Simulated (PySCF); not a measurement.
MoCl₄H₂, SMILES [Cl][MoH2]([Cl])([Cl])[Cl], multiplicity 1.

Coordinates come from a B3LYP-D3(BJ)/def2-SVP optimisation. The spin state was assumed, not searched. The structure was generated by enumeration; whether it is a known compound was not checked. The def2 effective core potentials stand for the cores of Mo; spin–orbit coupling is left out.

Calculation: B3LYP-D3(BJ)/def2-SVP (PySCF 2.14.0).

Frequencies are harmonic and unscaled.

```csv
mode,ν (cm⁻¹),IR (km/mol),Raman (Å⁴/amu),depolarisation,moving atoms (share of kinetic energy)
1,87,0.1,2.2,0.75,Cl 100 %
2,125,14.2,1.4,0.75,"Cl 78 %, Mo 22 %"
3,133,0.0,4.2,0.75,Cl 98 %
4,147,1.6,0.1,0.75,"Cl 79 %, Mo 20 %"
5,154,0.3,2.1,0.52,"Cl 53 %, Mo 46 %"
6,339,14.0,8.9,0.68,"Cl 89 %, Mo 11 %"
7,372,0.2,30.3,0.07,Cl 99 %
8,392,115.9,3.8,0.75,"Cl 61 %, Mo 33 %"
9,398,167.4,1.0,0.75,"Cl 62 %, Mo 37 %"
10,545,0.2,0.5,0.75,H 90 %
11,705,0.0,10.4,0.75,H 98 %
12,796,2.7,8.2,0.75,H 98 %
13,1020,42.5,8.9,0.39,H 99 %
14,2074,12.8,67.3,0.75,H 100 %
15,2097,2.9,174.0,0.07,H 98 %
```
